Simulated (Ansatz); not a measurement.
Program: Ansatz. Geometries: PBE0-D4/def2-TZVP. ΔE: electronic, gas phase. CCSD(T)/CBS adds triple-zeta CCSD(T) − MP2 to the extrapolated MP2 energy (def2 sets, frozen cores). Functionals use def2-TZVPP. B3LYP here is the variant with VWN-RPA as its local correlation; programs differ in this. def2 core potentials past Kr. For Ge, Sn outer-core shells are correlated without core-valence functions, which leaves a few kJ/mol of doubt a bond. Scalar relativity is left out up to krypton. Each species was taken in one conformer, which may not be the lowest.

Reaction (redistribution): `[OH][GeH2][SnH3]` + `N[SiH2]O[SiH](N)Cl` → `[GeH3][SnH3]` + `N[Si@H](Cl)O[Si@@H](N)O`

Task: Is it downhill or uphill in electronic energy at CCSD(T)/CBS, and by how much? (Best estimate.)

Result: Ansatz gave: Downhill: ΔE = -107.2 kJ/mol.

Task: What do these levels give: PBE-D4, r2SCAN-D4, B3LYP, MP2/def2-TZVPP, CCSD/def2-TZVPP, CCSD(T)/def2-TZVPP? (An estimate is asked.)

Result: Ansatz gave: PBE-D4 -97.1, r2SCAN-D4 -106.4, B3LYP -102.4, MP2/def2-TZVPP -104.2, CCSD/def2-TZVPP -106.3, CCSD(T)/def2-TZVPP -104.4 kJ/mol.

Largest T1 diagnostic among the species: 0.013.

From PBE to PBE0 (25 % exact exchange), in def2-TZVPP and without D4, ΔE moves by −6.9 kJ/mol. In def2-TZVPP, CCSD(T) changes the Hartree–Fock value by +4.2 kJ/mol (the triples alone add +1.9 kJ/mol) and MP2 by +4.4 kJ/mol.
